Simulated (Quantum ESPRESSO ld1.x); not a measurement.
The numbers below are computed, except where a source is named.
Q: Species: H I. Configuration: 1s0.75 2s0.25 (fractional occupations, a model configuration). Code: ld1.x of Quantum ESPRESSO 7.5. Model: scalar-relativistic Kohn-Sham, LDA (Slater exchange, Perdew-Wang correlation), spin-polarised, spherical densities, point nucleus; open shells are filled with parallel spins first. Some entries of the table are withheld. Estimate them.

| orbital | occ. | eigenvalue (hartree) | <r> (bohr) | r(max) (bohr) |
|---|---|---|---|---|
| 1s up | 0.75 | -0.34444 | (1) | 0.976 |
| 1s down | 0 | -0.17294 | (2) | 1.22 |
| 2s up | 0.25 | (3) | 8.539 | 7.27 |
| 2s down | 0 | (4) | 10.41 | 9.03 |

A: 
(1) 1s up <r> (bohr): 1.491
(2) 1s down <r> (bohr): 2.003
(3) 2s up eigenvalue (hartree): -0.03315
(4) 2s down eigenvalue (hartree): -0.02130
